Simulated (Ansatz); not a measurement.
`O=[CH][SnH3]` + `CCN` → `CC[NH][SnH3]` + `C=O` at 400 K and 1 bar (ligand exchange at the Sn–C bond).

Computed with Ansatz on PBE0-D4/def2-TZVP structures; ΔE is electronic, products minus reactants. CCSD(T)/CBS adds triple-zeta CCSD(T) − MP2 to the extrapolated MP2 energy (def2 sets, frozen cores). This one scheme is used for every species. def2 core potentials past Kr. For Sn outer-core shells are correlated without core-valence functions, which leaves a few kJ/mol of doubt a bond. One conformer a species, not always the lowest.

| species | CCSD(T)/CBS energy (Eh) | H − E (kJ/mol) | S (J/(mol·K)) |
| --- | --- | --- | --- |
| `O=[CH][SnH3]` | -329.59298 | 123.4 | 344.0 |
| `CCN` | -135.01652 | 265.7 | 294.1 |
| `CC[NH][SnH3]` | -350.22359 | 302.7 | 392.7 |
| `C=O` | -114.39408 | 83.9 | 229.4 |

H − E and S are ideal-gas, rigid-rotor, harmonic terms from PBE0-D4/def2-TZVP, for one conformer and one mirror image of each species. 1 Eh = 2625.50 kJ/mol, R = 8.31446 J/(mol·K).

By hand: ΔE, ΔH, ΔS and ΔG.

ΔE = (-350.22359) + (-114.39408) − (-329.59298) − (-135.01652) = -0.00817 Eh = -21.5 kJ/mol. Δ(H − E) = 302.7 + 83.9 − 123.4 − 265.7 = -2.5, so ΔH = -24.0 kJ/mol. ΔS = 392.7 + 229.4 − 344.0 − 294.1 = -16.0 J/(mol·K). ΔG = -24.0 − 400 × (-16.0)/1000 = -17.6 kJ/mol.

By hand: the equilibrium constant, and the temperature at which ΔG would vanish if ΔH and ΔS stayed fixed.

log₁₀ K = −ΔG/(RT ln 10) = 2.3. ΔG = 0 at ΔH/ΔS = 1500 K, though so small a ΔS makes that figure unsure.

ΔH outweighs TΔS. A doubt of 5 kJ/mol in ΔE shifts log₁₀ K by 0.7 here. Other conformers and mirror images would add mixing entropy, several J/(mol·K) or more a flexible species. Modes under 60 cm⁻¹, often nearly free rotors, make the harmonic entropy too high. These are equilibria of isolated gas molecules and say nothing of rates. Largest T1 diagnostic: 0.016 (customary marks: 0.02 for closed shells, 0.045 for open ones).
